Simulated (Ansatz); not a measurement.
System: InI, net charge 0, singlet state. 
Geometry from a B3LYP-D3(BJ)/def2-TZVP (Ansatz, a quantum-chemistry and plane-wave program) optimisation:
SMILES: [In][I]
```xyz
2

In     0.0000     0.0000    -1.4569
I      0.0000     0.0000     1.3470
```

Computed values are from Ansatz. Cores are frozen in the correlated levels unless marked. Open shells are spin-unrestricted. No spin-orbit coupling. Frozen are the shells of the preceding noble gas and the d and f shells that filled before the atom's block. In def2 rows, elements after Kr have scalar-relativistic effective core potentials. Basis-set limits of correlation are two-point, X^-3; Hartree-Fock from the larger set.

- atomisation energy De: 85.0 kcal/mol at CCSD(T)/CBS(def2-TZVPPD,def2-QZVPPD)
- vertical ionisation energy (to the doublet): 8.78 eV at CCSD(T)/CBS(def2-TZVPPD,def2-QZVPPD)
- total energy: -486.2172 Eh at CCSD(T)/CBS(def2-TZVPPD,def2-QZVPPD)
- dipole moment: 3.58 D at CCSD(T)/def2-SVPD
- T1 diagnostic: 0.012 at CCSD/def2-QZVPPD
